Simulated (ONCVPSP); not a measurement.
# copper: variants of one ONCV potential

Base potential:

copper, optimised norm-conserving Vanderbilt (ONCV), made with ONCVPSP 4.0.1 (LDA (Perdew-Wang 92), scalar-relativistic). Core [Ne], reference 3s2 3p6 3d9 4s2. Waves: 3s+4s: rc 0.95 bohr, ncon 3, nbas 7, qcut 16.3 1/bohr, 3 projectors, debl 3.3 Ha; 3p: rc 0.70 bohr, ncon 3, nbas 6, qcut 13.1 1/bohr, 3 projectors, debl 1.6 Ha; 3d: rc 1.10 bohr, ncon 4, nbas 8, qcut 15.6 1/bohr, 2 projectors, debl 4 Ha. Local part: polynomial inside 0.65 bohr (lpopt 2, dvloc0 0 Ha). Core correction: polynomial model core, fcfact 0.5.

In the p channel the program set the typed energies aside and used -2.836, 0.250, 1.850 Ha.

All-electron outer shells of the reference configuration (LDA (PZ), scalar-relativistic, ld1.x):

```tsv
shell	level (eV)	outermost node (bohr)	outermost maximum (bohr)
2p	-922.16	–	0.16
3s	-119.41	0.29	0.61
3p	-77.17	0.26	0.62
3d	-9.79	–	0.60
4s	-6.05	0.88	2.13
```

Cutoffs, loose and tight: the cutoffs (Ha) at which the residual kinetic energy of the hardest occupied pseudo-wave falls to 1 and 0.1 mHa per electron. They do not see the model core or the augmentation charge, which bear on the density cutoff. Test errors are all-electron minus pseudo excitation energies from the reference, over the configurations 3s2 3p6 3d10 4s1; 3s2 3p6 3d10 4s0; 3s2 3p6 3d9 4s0; 3s2 3p5 3d10 4s1. A dash means not determined; rows that change the core or the reference have their own tests.

A true bound ghost makes a file unfit for plane-wave use even where its test errors are small: the radial tests pick states by their node count and pass the ghost by.

| change | outcome | cutoff, loose | cutoff, tight | bound ghosts | GHOST(+) flags above zero | largest test error (meV) |
| --- | --- | --- | --- | --- | --- | --- |
| base | generated, projector energies reset by the program | 88 Ha | 192 Ha | p | s, p | +34 |
| s: nproj 2 | generated, projector energies reset by the program | 88 Ha | 192 Ha | p | p | +34 |
| reference 3s2 3p6 3d10 4s1 | generated, projector energies reset by the program | 88 Ha | 191 Ha | p | s | +2.2 over the solved tests; 1 of 4 tests not solved or not reliable |
| s: qcut 15.9; p: qcut 12.7; d: qcut 15.2 | generated, projector energies reset by the program | 86 Ha | 207 Ha | p | s | +32 |
| s: rc 1.24 | generated, projector energies reset by the program | 88 Ha | 192 Ha | p | p | +33 |
| s: qcut 20.3 | failed: ERROR pspot: first pseudo wave function has node, program will stop | – | – | – | – | – |
| local potential polynomial inside 0.55 bohr (lpopt 5, dvloc0 0 Ha) | generated, projector energies reset by the program | 88 Ha | 192 Ha | p | s | +33 |
| functional PBE | generated, projector energies reset by the program | 88 Ha | 195 Ha | p | s, p | +21 |
| local potential polynomial inside 0.65 bohr (lpopt 2, dvloc0 4.5 Ha) | generated, projector energies reset by the program | 88 Ha | 192 Ha | p | p | +34 |
| core correction polynomial model core, fcfact 0.44 | generated, projector energies reset by the program | 88 Ha | 192 Ha | p | s, p | +34 |
| s: nbas 8 | generated, projector energies reset by the program | 88 Ha | 192 Ha | p | s, p | +34 |
